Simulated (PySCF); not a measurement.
Calculation: PBE-D3(BJ)/def2-TZVP // PBE0-D4/def2-TZVP (PySCF). Isolated molecules, 0 K electronic values unless said otherwise. Excitations are Tamm–Dancoff values on a coarser integration grid. The basis has no diffuse functions, so Rydberg states are missing or too high.

Reference species (SMILES): `[SiH3]Cl` (neutral, multiplicity 1).

| Quantity | Value |
|---|---|
| T1 excitation (TDA) | 6.46 eV |
| LUMO | -0.97 eV |
| S1–T1 gap (TDA) | 0.36 eV |

Changed species: `Cl[SiH2]Cl` (X = chloro; the reference has X = H).

### Question
Predict the effect on the T1 excitation (TDA), LUMO and S1–T1 gap (TDA).

### Answer
the T1 excitation (TDA) goes up by 0.17 eV, to 6.63 eV; the LUMO goes up by 0.08 eV, to -0.89 eV; the S1–T1 gap (TDA) falls by 0.05 eV, to 0.31 eV.
